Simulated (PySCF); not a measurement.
# S (sulfur, neutral) across methods

[Ne] 3s2 3p3 3d1, high-spin 5D determinant (an excited configuration). Computed with PySCF 2.14 in aug-cc-pVTZ-DK, with scalar relativity by spin-free X2C-1e.

```
   method  E (hartree)  mean ε 3s β (eV)  mean ε 3p α (eV)  mean ε 3d α (eV)  Σ⟨r²⟩ (bohr²)   ⟨S²⟩
      PBE    -398.7006           -17.591           -10.408             1.565          35.62  6.000
CAM-B3LYP    -398.8731           -20.685           -13.224             0.125          35.46  6.000
  LC-wPBE    -398.7483           -21.890           -14.927            -1.017          35.01  6.000
    HSE06    -398.7492           -18.523           -11.562             1.303          35.45  6.000
      UHF   -398.26961           -21.246           -16.040            -0.708          35.44  6.001
BHandHLYP    -398.8659           -20.391           -13.202             0.546          35.45  6.001
     PBE0    -398.7305           -18.898           -11.981             0.919          35.43  6.000
   r2SCAN    -398.8370           -17.573           -10.964             1.549          35.42  6.000
      LDA    -397.4661           -17.868           -10.436             1.642          35.77  6.000
```

The outer electron is Rydberg-like, and this basis confines it to a smaller radius and binds it less than a complete one would.

The highest occupied level is positive at PBE, CAM-B3LYP, HSE06, BHandHLYP, PBE0, r2SCAN, LDA: only the finite basis holds that electron, which in a density functional comes from self-interaction.
